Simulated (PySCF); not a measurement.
Several molecules and their computed UV-vis stick spectra, shuffled. Theory: TDDFT wB97X-D/def2-SVPD, vertical, gas phase, core orbitals frozen in the response in PySCF. Geometries: PBE0-D3(BJ)/def2-SVP; one conformer of each isolated species. Triplets are in the Tamm–Dancoff approximation. Ions are computed without counter-ions or solvent.

A. `C#C[Si@H](Cl)N=C`
B. `CN(C)BP[SiH3]`
C. `[H][Si]([H])([H])C#N`
D. `[H]/N=C\CC(C)=C(C)C`
E. `C[C@@H]1C[P@H+]1C1=CC=CO1`

Lowest singlet levels (six at most, fewer where fewer were computed) with oscillator strengths:

1. 234 nm (f 0.006); 197 nm (f 0.100); 187 nm (f 0.186); 183 nm (f 0.128); 168 nm (f 0.033); 164 nm (f 0.028)
2. 177 nm (f 0.000); 169 nm (f 0.006 summed over 2 states); 150 nm (f 0.011 summed over 2 states); 138 nm (f 0.001 summed over 2 states); 137 nm (f 0.000); 132 nm (f 0.062 summed over 2 states); T1 5.85 eV
3. 226 nm (f 0.050); 194 nm (f 0.027); 190 nm (f 0.262); 185 nm (f 0.084); 179 nm (f 0.050); 175 nm (f 0.007); T1 4.86 eV
4. 224 nm (f 0.337); 219 nm (f 0.068); 187 nm (f 0.074); 180 nm (f 0.005); 172 nm (f 0.005); 171 nm (f 0.014); T1 3.77 eV
5. 299 nm (f 0.000); 209 nm (f 0.001); 201 nm (f 0.002); 200 nm (f 0.006); 189 nm (f 0.019); 185 nm (f 0.049); T1 3.60 eV

Question: Match each spectrum to its molecule.

Answer: 1 = D, 2 = C, 3 = B, 4 = E, 5 = A.
- A: S1 at 4.14 eV, HOMO→LUMO (90%); Löwdin shares by element: HOMO nitrogen 57%, carbon 16% or more, silicon 7%, hydrogen 7% or more; LUMO carbon 37% or more, nitrogen 26%, silicon 10%, chlorine 6% (atoms not listed hold the other 20%); HOMO -9.50 and LUMO 0.39 eV.
- B: S1 at 5.49 eV, HOMO→LUMO (85%); Löwdin shares by element: HOMO phosphorus 50%, nitrogen 14%, boron 10%, silicon 8% (atoms not listed hold the other 18%); LUMO boron 27%, silicon 18%, phosphorus 17%, nitrogen 12% (atoms not listed hold the other 25%); HOMO -8.62 and LUMO 1.30 eV.
- C: S1 at 7.01 eV, HOMO-1/HOMO→LUMO/LUMO+1 (≥85%); Löwdin shares by element: HOMO (one of a set within 0.03 eV) nitrogen 38%, carbon 32%, silicon 14%, hydrogen 10% or more; LUMO (one of a set within 0.03 eV) carbon 29%, silicon 28%, nitrogen 28%, hydrogen 8% or more; HOMO -11.78 and LUMO 1.14 eV; point group C3v, 2 of its 10 listed states under f = 0.0005.
- D: S1 at 5.31 eV, HOMO-1→LUMO (46%), HOMO→LUMO (40%); Löwdin shares by element: HOMO carbon 61% or more, nitrogen 6% (atoms not listed hold the other 33%); LUMO carbon 46% or more, nitrogen 28% (atoms not listed hold the other 26%); HOMO -8.38 and LUMO 1.66 eV.
- E: S1 at 5.54 eV, HOMO→LUMO (91%); Löwdin shares by element: HOMO carbon 79% or more (atoms not listed hold the other 21%); LUMO carbon 45% or more, phosphorus 19% (atoms not listed hold the other 36%); HOMO -13.12 and LUMO -3.57 eV.
B and E have S1 within 0.05 eV of each other; their strongest listed levels stand at 6.52 eV (f 0.262) and 5.54 eV (f 0.337).

A slash joins orbitals within 0.01 eV of each other, whose weights are summed (≥ marks a lower bound).
